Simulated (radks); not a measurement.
Species: I II. Configuration: [Kr] 4d10 5s2 5p4.

Calculated with a radial shooting solver on a logarithmic mesh with Libxc functionals: scalar-relativistic Kohn-Sham, PBE, spin-polarised, spherical densities, finite nucleus; open shells are filled with parallel spins first (spin-orbit coupling, left out, can overturn this in heavy ions); Fermi nuclear charge, rms radius 4.75 fm.

Energy parts (eV):
part                       energy
total                 -193630.277
kinetic                203232.466
electron-nucleus      -468022.057
Hartree                 76077.615
exchange-correlation    -4918.301

Orbitals (lengths in bohr, moments of r in powers of bohr):
orbital  occ.  eigenvalue (eV)   <1/r>
1s up       1        -32992.03   56.83
1s down     1        -32991.96   56.83
2s up       1        -5105.523   13.02
2s down     1        -5105.493   13.02
2p up       3        -4583.557   12.46
2p down     3        -4583.500   12.46
3s up       1        -1038.082   4.668
3s down     1        -1038.023   4.668
3p up       3        -868.9144   4.437
3p down     3        -868.8473   4.437
3d up       5        -615.5295   4.199
3d down     5        -615.4654   4.200
4s up       1        -190.1351   1.886
4s down     1        -189.9943   1.886
4p up       3        -137.1204   1.727
4p down     3        -136.9752   1.727
4d up       5         -59.8465   1.440
4d down     5         -59.6142   1.444
5s up       1         -26.8508  0.6757
5s down     1         -25.4246  0.6806
5p up       3         -15.9720  0.5551
5p down     1         -14.4938  0.5519
5d up       0          -4.3360  0.3151

The highest occupied level is 5p down at -14.494 eV. Spin moment in Bohr magnetons: 2. Summed over all electrons, <r^2> = 50.25 bohr^2, which gives a Langevin (diamagnetic) susceptibility term of -39.8 x 10^-6 cm^3/mol. For comparison, the ionisation energy in NIST's Atomic Spectra Database is 19.131 eV (measured). In exact Kohn-Sham theory the highest level is minus the ionisation energy, but local and semilocal functionals leave it too shallow, through self-interaction and a potential that decays too fast; potentials with the right tail come closer.
